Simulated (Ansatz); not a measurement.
`N=C[Si](O)(F)[SiH3]` + `NCS` → `N=CNCS` + `O[SiH](F)[SiH3]`  (substitution at a C–Si bond)

Calculated with Ansatz (gas phase, PBE0-D4/def2-TZVP geometries, no zero-point term in ΔE). CCSD(T)/CBS is the MP2 limit (def2-TZVPP, def2-QZVPP) plus CCSD(T) − MP2 in def2-TZVPP, frozen cores. Each species was taken in one conformer, which may not be the lowest.

```tsv
level	ΔE (eV)
HF/CBS(def2)	-0.35
MP2/CBS(def2)	-0.36
```

Q: What does CCSD(T)/CBS give? (An estimate is asked.)

A: Computed: -0.28 eV. The listed levels differ from it by -0.07, -0.08 eV.

Largest T1 diagnostic among the species: 0.013.
